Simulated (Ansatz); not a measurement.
Reaction (ligand exchange at the Al–C bond): `C[SiH2][CH2][AlH][F]` + CH₃NH₂ → `C[NH][AlH][F]` + `C[SiH2]C`

Gas-phase electronic energies from Ansatz, PBE0-D4/def2-TZVP geometries. CCSD(T)/CBS adds triple-zeta CCSD(T) − MP2 to the extrapolated MP2 energy (def2 sets, frozen cores). Functionals use def2-TZVPP. HSE06 is defined as in plane-wave codes. Each species was taken in one conformer, which may not be the lowest.

**Question.** Is it downhill or uphill in electronic energy at CCSD(T)/CBS, and by how much? (Best estimate.)

**Answer.** Ansatz gave: Downhill: ΔE = -81.4 kJ/mol.

**Question.** What do these levels give: B97M-V, PBE0-D4, HSE06-D4, BHLYP-D4, BLYP, r2SCANh, HSE06, HF/def2-SVP, CCSD/def2-SVP, HF/def2-TZVPP, HF/def2-QZVPP, MP2/CBS(def2)? (Best estimate.)

**Answer.** The calculation gave: B97M-V -82.5, PBE0-D4 -76.7, HSE06-D4 -76.5, BHLYP-D4 -85.2, BLYP -88.2, r2SCANh -83.0, HSE06 -78.3, HF/def2-SVP -89.8, CCSD/def2-SVP -87.1, HF/def2-TZVPP -90.1, HF/def2-QZVPP -90.4, MP2/CBS(def2) -82.8 kJ/mol.

Largest T1 diagnostic among the species: 0.012.

In def2-TZVPP, CCSD(T) changes the Hartree–Fock value by +7.3 kJ/mol (the triples alone add +1.4 kJ/mol) and MP2 by +5.9 kJ/mol. Leaving LDA and LC-ωPBE aside and taking each functional with its dispersion term where it has one, the values, not all of them listed here, spread over 10.8 kJ/mol, from B2PLYP to HSE06-D4.
